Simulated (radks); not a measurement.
The numbers below are computed, except where a source is named.
As2+, 31 electrons, occupied as [Ar] 3d10 4p(up 1, down 1) 4s(up 1, down 0) (spins set by hand, not the high-spin state). Level of theory: scalar-relativistic Kohn-Sham, r2SCAN, spin-polarised, spherical densities, finite nucleus; meta-GGA in the generalised Kohn-Sham scheme; Fermi nuclear charge, rms radius 4.0968 fm (a radial shooting solver on a logarithmic mesh with Libxc functionals).

Unscreened Slater integrals over Kohn-Sham orbitals (hartree). They are taken over the spin-up orbitals.

integral      value
F0(4p,4p)   0.43132
F2(4p,4p)   0.22953
F0(4p,4s)   0.46124
G1(4p,4s)   0.30985
F0(4p,3d)   0.55566
F2(4p,3d)   0.11792
G1(4p,3d)  0.042850
G3(4p,3d)  0.038156
F0(4p,3p)   0.55985
F2(4p,3p)   0.10692
G0(4p,3p)  0.026563
G2(4p,3p)  0.030581
F0(4s,4s)   0.50005
F0(4s,3d)   0.63356
G2(4s,3d)  0.059713
F0(4s,3p)   0.63947
G1(4s,3p)  0.041403
F0(3d,3d)    1.3677
F2(3d,3d)   0.64495
F4(3d,3d)   0.40374
F0(3d,3p)    1.4094
F2(3d,3p)   0.67291
G1(3d,3p)   0.82138
G3(3d,3p)   0.50500
F0(3p,3p)    1.4657
F2(3p,3p)   0.73437

Derived for the open shells (J is the average intra-shell exchange parameter used in DFT+U). 4p: J = F2/5 = 0.04591 hartree; in LS coupling 1D lies 6 F2/25 = 0.05509 hartree above 3P.
